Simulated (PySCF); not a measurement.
Au2 (SMILES [Au][Au]), singlet, geometry from GFN2-xTB (such geometries of metal compounds can be far from the true shape) (core potentials on Au), with bond 2-1 at 2.0 times its length; M062X/def2-SV(P) (PySCF).

Here is a job for PySCF.
```python
from pyscf import gto, scf, dft

mol = gto.M(
    atom='''
Au   -0.000000   -0.000000   -1.248439
Au    0.000000    0.000000    3.745317
''',
    basis='def2-sv(p)',
    ecp={'Au': 'def2-sv(p)'},
    charge=0,
    spin=0,
    verbose=4,
)

mf = dft.RKS(mol)
mf.xc = 'm062x'
mf.init_guess = 'huckel'
mf.kernel()
```

It wrote (shortened):

```
PySCF version 2.14.0

[INPUT] verbose = 4
[INPUT] num. atoms = 2
[INPUT] num. electrons = 38
[INPUT] charge = 0
[INPUT] spin (= nelec alpha-beta = 2S) = 0
[INPUT] symmetry False subgroup None
[INPUT] Mole.unit = angstrom
[INPUT] Symbol           X                Y                Z      unit          X                Y                Z       unit  Magmom
[INPUT]  1 Au     0.000000000000   0.000000000000  -1.248439000000 AA    0.000000000000   0.000000000000  -2.359207793226 Bohr   0.0
[INPUT]  2 Au     0.000000000000   0.000000000000   3.745317000000 AA    0.000000000000   0.000000000000   7.077623379678 Bohr   0.0

nuclear repulsion = 38.2543666815359
number of shells = 22
number of NR pGTOs = 100
number of NR cGTOs = 50
basis = def2-sv(p)
ecp = {'Au': 'def2-sv(p)'}

******** <class 'pyscf.dft.rks.RKS'> ********
method = RKS
initial guess = huckel
damping factor = 0
level_shift factor = 0
DIIS = <class 'pyscf.scf.diis.CDIIS'>
diis_start_cycle = 1
diis_space = 8
diis_damp = 0
SCF conv_tol = 1e-09
SCF conv_tol_grad = None
SCF max_cycles = 50
direct_scf = True
direct_scf_tol = 1e-13
XC library pyscf.dft.libxc version 7.1.2
    S. Lehtola, C. Steigemann, M. J. T. Oliveira, and M. A. L. Marques,  SoftwareX 7, 1–5 (2018)
XC functionals = m062x
    Y. Zhao and D. G. Truhlar,  Theor. Chem. Acc. 120, 215 (2008)
    Y. Zhao and D. G. Truhlar,  Theor. Chem. Acc. 120, 215 (2008)
radial grids:
    Treutler-Ahlrichs [JCP 102, 346 (1995); DOI:10.1063/1.469408] (M4) radial grids

becke partition: Becke, JCP 88, 2547 (1988); DOI:10.1063/1.454033
pruning grids: <function nwchem_prune>
grids dens level: 3
symmetrized grids: False
atomic radii adjust function: <function treutler_atomic_radii_adjust>
small_rho_cutoff = 0
Set gradient conv threshold to 3.16228e-05
Initial guess from on-the-fly Huckel, doi:10.1021/acs.jctc.8b01089.
Spherically averaged atomic HF for {'Au'}

******** <class 'pyscf.scf.atom_hf.AtomSphAverageRHF'> ********
method = AtomSphAverageRHF
initial guess = minao
damping factor = 0
level_shift factor = 0
DIIS = <class 'pyscf.scf.diis.CDIIS'>
diis_start_cycle = 1
diis_space = 8
diis_damp = 0
SCF conv_tol = 1e-09
SCF conv_tol_grad = None
SCF max_cycles = 50
direct_scf = True
direct_scf_tol = 1e-13
atom = Au
Set gradient conv threshold to 3.16228e-05
Initial guess from minao.
init E= -122.561838206309
cycle= 1 E= -134.383014818991  delta_E= -11.8  |g|=    0  |ddm|=  9.7
cycle= 2 E= -134.589638927504  delta_E= -0.207  |g|=    0  |ddm|= 2.66
cycle= 3 E= -134.712918484855  delta_E= -0.123  |g|=    0  |ddm|= 0.826
cycle= 4 E= -134.713111152075  delta_E= -0.000193  |g|=    0  |ddm|= 0.072
cycle= 5 E= -134.713117033084  delta_E= -5.88e-06  |g|=    0  |ddm|= 0.0114
cycle= 6 E= -134.713117254417  delta_E= -2.21e-07  |g|=    0  |ddm|= 0.00334
cycle= 7 E= -134.713117254622  delta_E= -2.04e-10  |g|=    0  |ddm|= 5.74e-05
Extra cycle  E= -134.713117254621  delta_E= 3.69e-13  |g|=    0  |ddm|= 1.22e-06
Atomic HF for atom  Au  converged. SCF energy = -134.713117254621

  HOMO = -0.155293111860881  LUMO = -0.138220858084682  gap/eV = 0.46456
tot grids = 48616
init E= -271.146420143993
  HOMO = -0.228822628969191  LUMO = -0.161024221227189  gap/eV = 1.84489
cycle= 1 E= -271.157752045804  delta_E= -0.0113  |g|= 0.0515  |ddm|= 0.665
  HOMO = -0.229439592342662  LUMO = -0.161152462543997  gap/eV = 1.85819
cycle= 2 E= -271.158155182344  delta_E= -0.000403  |g|= 0.0432  |ddm|= 0.208
  HOMO = -0.226660422006261  LUMO = -0.158019374473236  gap/eV = 1.86782
cycle= 3 E= -271.158584947113  delta_E= -0.00043  |g|= 0.0038  |ddm|= 0.0485
  HOMO = -0.226226262639722  LUMO = -0.157397025312812  gap/eV = 1.87294
cycle= 4 E= -271.158597340223  delta_E= -1.24e-05  |g|= 0.000625  |ddm|= 0.0239
  HOMO = -0.226159977871332  LUMO = -0.157321169339809  gap/eV = 1.87320
cycle= 5 E= -271.158598350166  delta_E= -1.01e-06  |g|= 0.000238  |ddm|= 0.00476
  HOMO = -0.226194959525261  LUMO = -0.157343427173247  gap/eV = 1.87355
cycle= 6 E= -271.15859849518  delta_E= -1.45e-07  |g|= 5.7e-05  |ddm|= 0.00211
  HOMO = -0.226199396632036  LUMO = -0.157348265708129  gap/eV = 1.87353
cycle= 7 E= -271.158598501842  delta_E= -6.66e-09  |g|= 8.51e-06  |ddm|= 0.000481
  HOMO = -0.22619851542056  LUMO = -0.157347829857307  gap/eV = 1.87352
cycle= 8 E= -271.158598501949  delta_E= -1.06e-10  |g|= 5.32e-07  |ddm|= 4.98e-05
  HOMO = -0.226198603258013  LUMO = -0.157347901165505  gap/eV = 1.87352
Extra cycle  E= -271.158598501949  delta_E= -7.96e-13  |g|= 1.69e-07  |ddm|= 1.58e-06
converged SCF energy = -271.158598501949
```
